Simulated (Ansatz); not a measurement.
Abridged output of a molecular run in Ansatz:

```
Functional definition: HF
1294 factors; integrals over basis functions are off by at most 1.5e-3 eV
mean field evaluation 1: about -20404.2292 eV, gradient 6.6e1 eV
mean field evaluation 2: about -20404.4628 eV, gradient 6.6e1 eV
mean field evaluation 4: about -20413.3257 eV, gradient 8.4e0 eV
mean field evaluation 8: about -20413.5277 eV, gradient 9.0e-1 eV
mean field evaluation 16: about -20413.5313 eV, gradient 2.6e-6 eV
mean field -20413.53133655 eV, -750.1834398299 hartree, gradient 2.6e-6 eV, S^2 0.000000; 0 other end points of the search recorded, 0 dependent functions left out
9 core orbitals not correlated: weight in the atoms' cores, before any rotation towards them, 1.000 or more for the frozen orbitals, at most 0.000 for the correlated occupied ones
reference -20413.53133655 eV, -750.1834398299 hartree; 23, 23 occupied and 99, 99 virtual orbitals, 1294 factors
second order -32.38370159 eV of doubles, -0.00000000 eV of singles
cycle   1  -30.08246966 eV  change     2.3e0 eV  update   2.5e-1
cycle   2  -31.48338533 eV  change    -1.4e0 eV  update   1.4e-1
cycle   3  -31.83967060 eV  change   -3.6e-1 eV  update   3.3e-2
cycle   4  -31.84568230 eV  change   -6.0e-3 eV  update   1.2e-2
cycle   5  -31.84050095 eV  change    5.2e-3 eV  update   3.2e-3
cycle   6  -31.84330534 eV  change   -2.8e-3 eV  update   1.5e-3
cycle   7  -31.84250571 eV  change    8.0e-4 eV  update   5.6e-4
cycle   8  -31.84223539 eV  change    2.7e-4 eV  update   2.4e-4
cycle   9  -31.84233349 eV  change   -9.8e-5 eV  update   9.1e-5
cycle  10  -31.84237796 eV  change   -4.4e-5 eV  update   4.1e-5
perturbative correction -1.45177253 eV, -0.0533516563 hartree
Total energy: -20446.82548704 eV, -751.4069772927 hartree
```

Its atoms:

```xyz
11

C    -1.043   -1.657    0.482
O     0.202   -1.046    0.264
W     0.839    0.696    0.041
N    -0.532    1.774    0.137
N     1.616    0.813   -1.517
Cl    2.349    1.298    1.661
H    -1.373   -2.154   -0.435
H    -0.932   -2.407    1.268
H    -1.795   -0.923    0.788
H    -1.135    2.495   -0.230
H     1.804    1.111   -2.460
```

(1) Which basis set was used?
A. cc-pV(Q+d)Z
B. def2-TZVPP
C. def2-SVP
D. def2-SVPD

(2) Write the keys of the input that set method, charge and spin (a neutral closed shell needs none for the last two).

## Answers

(1) C. It gives 131 functions.

(2) 
```yaml
correlation: {method: ccsd_t}
```
